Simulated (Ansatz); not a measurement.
System: CH$_{8}$OSi$_{2}$ (charge 0, singlet). 
Coordinates optimised at B3LYP-D3(BJ)/def2-TZVP (Ansatz, an electronic-structure program):
SMILES: [SiH3]O[SiH2]C
```xyz
12

C      2.4724    -0.1402     0.4071
Si     0.9669    -0.0118    -0.6795
O     -0.3766     0.0046     0.2655
Si    -2.0075     0.0786     0.3555
H      2.4476    -1.0560     1.0007
H      2.5327     0.7084     1.0912
H      3.3813    -0.1529    -0.1993
H      1.0077     1.2341    -1.4851
H      0.8918    -1.1671    -1.6082
H     -2.3986     0.0244     1.7806
H     -2.4995     1.3419    -0.2437
H     -2.6156    -1.0638    -0.3671
```
Charge 0, spin multiplicity 1.

Dipole moments at this geometry, in debye (magnitudes).

```csv
level,program,dipole (D)
PBE0/def2-TZVPD,Ansatz,0.66
r2SCANh/def2-TZVPD,Ansatz,0.68
HSE06/def2-TZVPD,Ansatz,0.66
CAM-B3LYP/def2-TZVPD,Ansatz,0.60
LC-wPBE/def2-TZVPD,Ansatz,0.63
CCSD(T)/aug-cc-pV(D+d)Z,Ansatz,0.60
```
